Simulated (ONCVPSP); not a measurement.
# phosphorus (P): excitation energies, all-electron against ONCV

phosphorus (P), optimised norm-conserving Vanderbilt (ONCV), made with ONCVPSP 4.0.1 (PBE, scalar-relativistic). Core [Ne], reference 3s1.75 3p3.25. Waves: 3s: rc 1.65 bohr, ncon 4, nbas 8, qcut 3.6 1/bohr, 2 projectors, debl 0.7 Ha; 3p: rc 1.65 bohr, ncon 5, nbas 8, qcut 5.5 1/bohr, local. Local part: the p channel. Core correction: Teter function, fcfact 3, rcfact 1.6.

Energies are relative to the spin-unpolarised reference configuration 3s1.75 3p3.25; without spin polarisation the order of configurations can differ from experiment.

| valence configuration | charge | ΔE all-electron (eV) | error AE − PS (meV) |
| --- | --- | --- | --- |
| 3s2 3p1 | +2 | 26.756 | +11 |
| 3s1 3p0 | +4 | 108.501 | -96 |

Task: What are ΔE and the potential's error for 3s2 3p2?

Result: ΔE = 7.609 eV all-electron; the error (AE − PS) is +2.1 meV.

Task: What are ΔE and the potential's error for 3s2 3p3?

Result: ΔE = -2.120 eV all-electron; the error (AE − PS) is -0.3 meV.

Levels in the configuration 3s1 3p0:

```tsv
level	all-electron (eV)	pseudo (eV)
3s	-58.464	-58.633
```
